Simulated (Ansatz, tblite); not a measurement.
Cost and result up the ladder for `CC(C)(C)OS(=O)(=O)CC(F)(F)C(F)F` (27 atoms). Charge 0, multiplicity 1. Geometry: r2SCAN-D4/def2-SVP.

Cartesian coordinates in Å:
```
C 1.117 0.935 2.337
C 1.319 0.692 0.847
C 2.407 -0.335 0.575
C 1.564 1.985 0.077
O 0.106 -0.002 0.337
S -1.217 0.815 -0.114
O -1.056 1.387 -1.446
O -1.701 1.662 0.976
C -2.316 -0.612 -0.208
C -1.852 -1.861 -0.937
F -2.946 -2.680 -1.027
F -0.915 -2.528 -0.226
C -1.328 -1.708 -2.370
F -2.187 -0.929 -3.064
F -0.107 -1.143 -2.370
H 2.031 1.370 2.771
H 0.905 -0.014 2.853
H 0.279 1.626 2.509
H 2.172 -1.284 1.080
H 2.488 -0.528 -0.505
H 3.375 0.034 0.948
H 1.617 1.795 -1.004
H 2.519 2.421 0.410
H 0.769 2.721 0.265
H -2.555 -0.893 0.829
H -3.217 -0.221 -0.701
H -1.272 -2.707 -2.842
```

Ansatz on 4 threads of Intel Xeon on a shared host; xTB runs through tblite on one thread. Times are rough, summed over both states, and most runs start from the orbitals of an earlier one. PBE0-D4/def2-SVP serves as the yardstick here, not as an exact answer. The other state is a doublet.

The xTB rows come from tblite. HOMO above LUMO, or a gap near zero within one spin, warns that the state may not be the lowest or that an electron is smeared out.

Raw xTB energies of ions are shifted by several eV.

```json
{"level": "GFN2-xTB", "functions": "77", "wall time": "0.074 s", "vertical IE (eV)": "14.45", "difference from PBE0-D4/def2-SVP (eV)": "4.19", "remarks": "–"}
{"level": "GFN1-xTB", "functions": "89", "wall time": "0.1 s", "vertical IE (eV)": "15.67", "difference from PBE0-D4/def2-SVP (eV)": "5.42", "remarks": "–"}
{"level": "PBE-D4/def2-SVP", "functions": "274", "wall time": "16 s", "vertical IE (eV)": "9.49", "difference from PBE0-D4/def2-SVP (eV)": "-0.76", "remarks": "gap within one spin near zero (+1 doublet)"}
{"level": "PBE0-D4/def2-SVP", "functions": "274", "wall time": "32 s", "vertical IE (eV)": "10.25", "difference from PBE0-D4/def2-SVP (eV)": "0.00", "remarks": "–"}
```
